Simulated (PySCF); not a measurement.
## Converging ZnS⁺ in the basis (PBE0)

PySCF, UKS reference; doublet, unpaired electrons π ↑; De to Zn⁺ + S without counterpoise correction.

| basis | relativity | functions | Re (Å) | ωe (cm⁻¹) | De (eV) | μ (D) |
| --- | --- | --- | --- | --- | --- | --- |
| def2-SVP | no relativity | 49 | 2.171 | 391 | 2.02 | -4.18 |
| cc-pVDZ-PP/cc-pV(D+d)Z | scalar-relativistic core potentials | 61 | 2.132 | 413 | 2.19 | -3.71 |
| def2-TZVPPD | no relativity | 118 | 2.154 | 405 | 2.10 | -3.62 |

(1) How does each smaller set differ from the one with most functions, def2-TZVPPD?

A positive dipole points towards S; it is taken about the centre of mass and depends on that origin. For an ion De counts to the pair picked by the measured ionisation energies or electron affinities, which need not be the lowest pair at this level. The state was picked by a PBE0 search and need not be the measured ground state.

## Answers

(1) def2-SVP: +1.7 pm, -3.5 % in ωe, -0.08 eV in De; cc-pVDZ-PP/cc-pV(D+d)Z: -2.2 pm, +2.0 % in ωe, +0.09 eV in De. All at PBE0; the set with most functions is neither the basis-set limit nor always the best. The rows treat relativity differently, so the differences are not basis effects alone.
